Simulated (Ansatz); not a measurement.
```xyz
2

Al    0.0000    0.0000   -0.9718
P     0.0000    0.0000    0.9718
```

Basis set: 6-31G (spherical functions). Left uncorrelated: 10 orbitals. Correlation on ROHF uses semicanonical orbitals with singles. Charge 0, multiplicity 3.

Computed with Ansatz (development build ahead of 0.2.0); the reference of a correlated method needn't be the lowest determinant of its kind.

Problem. Give the atomization energy at this shape (free ground-state atoms in the same class of orbitals less the molecule, no zero-point energy) of triplet AlP by ROHF-CCSD(T), UHF-BCCD(T).

Solution.

```csv
method,atomization energy
ROHF-CCSD(T),-0.15 eV
UHF-BCCD(T),-0.16 eV
```

Caution: the reference determinant was not shown to be the lowest; the shape is not the minimum.

This basis has no polarisation functions and is too small for such energies, which can lie far from measured ones in either direction.
